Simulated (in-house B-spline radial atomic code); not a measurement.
# RPA and G0W0 on BLYP: the potassium ion K⁷⁺

Configuration [Ne] 3s2, mean-field start BLYP. Computed with a B-spline radial code for spherical atoms: all electrons, non-relativistic, point nucleus, each spin shell either full or empty, empty states to l = 9 with an (l + 1/2)⁻⁴ tail; G0W0 by contour deformation at full frequency.

Command:
```bash
python run_gw.py task.json out
```
Settings (radii: box in bohr, nucleus in fm):
```
Z                        19
electrons                12
configuration            [Ne] 3s2
hamiltonian              nr
method                   b88,lyp
lmax                     9
spin_polarised           False
box_radius               8.41
intervals                47
ion_configuration        [Ne] 3s1
```

Time taken, with all properties: 2.5 s on 1 thread of Arm Neoverse N1, with other jobs on the host.

Energies (hartree):

```tsv
term	value
mean-field total	-583.72119
Hartree-Fock functional on these orbitals	-583.17302
direct second order	-0.89679
second-order exchange	0.33147
SOSEX correction	0.29332
```

(1) What is the RPA correlation energy, and what remains with SOSEX?

Quasi-particle levels (eV):

| level | occupied | mean field | Σx - vxc | Σc | QP weight | G0W0 |
| --- | --- | --- | --- | --- | --- | --- |
| 3s | yes | -145.30 | -7.02 | ? | ? | ? |
| 2p | yes | -417.22 | -32.04 | 4.54 | 0.949 | -444.72 |
| 3p | no | -126.73 | 10.66 | -2.31 | 0.948 | -118.38 |

G0W0 = mean field + (Σx - vxc) + Σc, with Σc (partial-wave tail included) taken at the quasi-particle energy. Levels of low weight are left out.

(2) Where does G0W0 put 3s?

(3) What does it cost to remove one electron (to [Ne] 3s1) by differences of total energies, each species on its own start (correlation terms add to the Hartree-Fock functional)?

Results:

(1) RPA gives -0.78886 hartree (-1.79 eV per electron); RPA + SOSEX gives -0.49554, and the second-order doubles -0.56533 hartree (no singles). SOSEX takes back 37 % of the RPA value.

(2) At -155.03 eV, with Σc = -2.72 eV and a quasi-particle weight of 0.960. The tabulated removal energy is 154.87 ± 0.05 eV (NIST, semi-empirical); the calculation leaves out relativity, Breit and QED terms, and what these don't explain is the method's own error.

(3) BLYP 154.34 eV, Hartree-Fock functional 152.09 eV, + RPA 155.01 eV, + RPA + SOSEX 154.23 eV, + second order 155.13 eV. Tabulated: 154.87 ± 0.05 eV (NIST, semi-empirical); the calculation leaves out relativity, Breit and QED terms, and what these don't explain is the method's own error.
